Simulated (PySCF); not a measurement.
## How methods differ on the ionisation energy of In³⁹⁺

In³⁹⁺ [Ne] → In⁴⁰⁺ [He] 2s2 2p5 [2p1/2^2 2p3/2^3, M_J = 3/2], as a difference of total energies. Computed with PySCF 2.14 in an uncontracted even-tempered set (17 s from 18 bohr⁻², ratio 2.4; 12 p from 24 bohr⁻², ratio 2.4; 5 d from 91 bohr⁻², ratio 2.6; 4 f from 140 bohr⁻², ratio 2.6), with the two-component X2C-1e Hamiltonian. Correlated levels: nothing frozen; the 32 highest virtual spinors dropped. "Screened" scales the spin-orbit matrix elements by Boettger's factors to mimic the two-electron term; Breit and QED terms are absent.

```
                    method  ionisation energy (eV)
           GHF (spin-free)                  6192.0
          GMP2 (spin-free)                  6193.5
 GHF (screened spin-orbit)                  6122.8
GMP2 (screened spin-orbit)                  6124.3
```

For this ion Breit and QED terms and the two-electron picture change, all absent here, outweigh the correlation shift from GHF to GMP2.

The spin-free rows lack the spin-orbit shift.

For comparison: 6126 ± 3 eV (semi-empirical (NIST evaluation); NIST Atomic Spectra Database, ionization energies).
